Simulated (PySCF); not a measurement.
[OsO3N]- (charge -1 and singlet state).
Structure used (PBE0-D3(BJ)/def2-SVP), in Å, numbered top down from 1:
```
atom  x, y, z in Å
Os1    0.004    0.007    0.003
O2    -0.013   -0.064    1.742
O3     1.637   -0.008   -0.596
O4    -0.849    1.414   -0.564
N5    -0.778   -1.350   -0.586
```

The closed-shell ground state was solved at several levels (PySCF, density fitting, gas phase). Atoms past krypton carry effective core potentials; spin–orbit coupling is left out. The geometry's basis has no diffuse functions, a weakness for an anion. No diffuse functions stand in pcSseg-1 (def2-TZVP on Os), which bears on an anion's orbital energies.

| level | basis functions | HOMO (eV) | LUMO (eV) | gap (eV) |
| --- | --- | --- | --- | --- |
| CAM-B3LYP/def2-SVPD | 124 | -4.51 | 3.41 | 7.92 |
| B3LYP/pcSseg-1 (def2-TZVP on Os) | 108 | -2.54 | 2.71 | 5.25 |

(1) What might PBE0/pcSseg-1 (def2-TZVP on Os) (108 basis functions) give for the same quantities?

(2) Over all these levels, which gives the widest orbital gap and which the narrowest?

Answers

(1) HOMO -2.81 eV, LUMO 2.89 eV, gap 5.70 eV.

(2) CAM-B3LYP/def2-SVPD (range-separated hybrid) has the widest, 7.92 eV, and B3LYP/pcSseg-1 (def2-TZVP on Os) (global hybrid, 20 % exact exchange) the narrowest, 5.25 eV. Functional and basis both differ between the two, so the spread mixes both effects.
